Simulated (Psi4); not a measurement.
A dimer, C2H6O ··· CHN (SMILES COC and C#N), singlet; the first 9 atoms form monomer A.

```
12

C      1.1521    -0.0275    -0.2170
O      0.1679     0.4805     0.6544
C     -1.1334     0.0809     0.2898
H      2.1180     0.3291     0.1374
H      1.1556    -1.1258    -0.2223
H      0.9967     0.3228    -1.2463
H     -1.3959     0.4366    -0.7156
H     -1.2378    -1.0123     0.3080
H     -1.8232     0.5156     1.0116
C     -1.9740     0.1560    -3.4673
N     -3.0845     0.1345    -3.1842
H     -0.9405     0.1760    -3.7308
```

**Question.** What interaction energy does SAPT0/jun-cc-pVDZ, frozen core (Psi4) give, and which attractive term is the largest?

**Answer.** Total 0.54 kJ/mol: electrostatics -0.86, exchange 5.92, induction -0.88, dispersion -3.64. The most attractive term is dispersion.
